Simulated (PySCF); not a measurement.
A side-by-side comparison of computed properties.

First species: SnHMe2(OiPr), C5H14OSn.
Z-matrix (Å and degrees, PBE0-D3(BJ)/def2-SVP geometry), rows numbered from 1:
```
Sn
H   1  1.7255
C   1  2.1394  2  113.64
H   3  1.0994  1  110.58  2   -66.88
H   3  1.0990  1  109.12  2   173.16
H   3  1.0984  1  109.85  2    53.80
C   1  2.1473  2  112.51  3  -128.90
H   7  1.0986  1  110.65  2   -47.49
H   7  1.0992  1  109.05  2  -167.30
H   7  1.0998  1  110.16  2    73.19
O   1  2.0002  2  106.22  3   112.31
C  11  1.4029  1  122.95  2    31.63
C  12  1.5193 11  107.48  1  -168.17
C  12  1.5236 11  111.76  1    68.85
H  12  1.1132 11  110.44  1   -50.91
H  13  1.1014 12  109.86 11   -61.74
H  13  1.1010 12  111.55 11   177.72
H  13  1.0996 12  110.00 11    56.95
H  14  1.1027 12  111.17 11   -62.56
H  14  1.1017 12  109.95 11    56.90
H  14  1.1011 12  111.67 11   177.50
```

Second species: oxalyl dichloride, C2Cl2O2.
SMILES: `O=C(Cl)C(=O)Cl`

Levels: CAM-B3LYP/def2-SVPD for HOMO energy, LUMO energy, HOMO–LUMO gap and static isotropic polarisability; TDDFT CAM-B3LYP/def2-SVPD for lowest singlet excitation; TDA CAM-B3LYP/def2-SVPD for lowest triplet excitation (Tamm–Dancoff). Geometries: PBE0-D3(BJ)/def2-SVP. Each structure is a single optimised conformer of the isolated species (atoms past krypton carry core potentials, spin–orbit coupling is left out); the electronic structure was computed with PySCF and density fitting.

Dipoles, sizes and rotational constants follow the conformer. The torsions of the flexible species, by atom-mapped SMILES:
- `[O:1]=[C:2]([Cl:3])[C:4](=[O:5])[Cl:6]`: O1–C2–C4–O5 180°

Values for the first species:

```
HOMO energy                              : -8.51 eV
LUMO energy                              : 0.81 eV
HOMO–LUMO gap                            : 9.32 eV
Lowest singlet excitation                : 6.32 eV
Lowest triplet excitation (Tamm–Dancoff) : 5.89 eV
Static isotropic polarisability          : 107.0 au
```

Task: Estimate the same properties for the second species, and the change in each.

Result: 
| property | first | second | second less first |
| --- | --- | --- | --- |
| HOMO energy | -8.51 eV | -10.47 eV | -1.96 eV |
| LUMO energy | 0.81 eV | -2.49 eV | -3.30 eV |
| HOMO–LUMO gap | 9.32 eV | 7.98 eV | -1.34 eV |
| lowest singlet excitation | 6.32 eV | 3.64 eV | -2.68 eV |
| lowest triplet excitation (Tamm–Dancoff) | 5.89 eV | 3.13 eV | -2.76 eV |
| static isotropic polarisability | 107.0 au | 58.0 au | -49.0 au |

On the first: The principal polarisabilities are 93.9, 109.1 and 118.0 au; their mean is the isotropic value. The polarisability is 15.85 Å³ as a volume (1 au = 0.148185 Å³). Atoms past krypton carry effective core potentials; spin–orbit coupling is left out.

On the second: The principal polarisabilities are 38.8, 55.5 and 79.6 au; their mean is the isotropic value. No computed singlet falls in the visible range (750 to 380 nm, 1.65 to 3.26 eV); S1 lies 0.38 eV above its blue end.
